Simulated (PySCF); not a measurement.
Computed shifts of a molecule C5H4F2, PBE/pcSseg-1 in PySCF, GIAO, gas phase, atoms alike by connectivity averaged where their shifts nearly agree, in ppm (number of nuclei): ¹³C: 143.1 (1), 129.0 (1), 120.8 (1), 82.5 (1), 79.1 (1). ¹⁹F: -118.4 (2). ¹H: 6.44 (1), 6.40 (1), 5.97 (1), 2.77 (1). References: ¹³C against TMS (σ = 182.0 ppm); ¹⁹F against CFCl3 (σ = 133.6 ppm); ¹H against TMS (σ = 31.49 ppm), references at their B3LYP-D3(BJ)/def2-TZVP geometries, non-relativistic. The structure is a stationary point at PBE0-D3(BJ)/def2-SVP. The values are those of a single conformer.

Which structure fits?
A) C=C=C(F)/C=C\F
B) C#CC1[C@H](F)[C@H]1F
C) C#CC(F)(F)C=C
D) C=C=CC=C(F)F

C, C#CC(F)(F)C=C
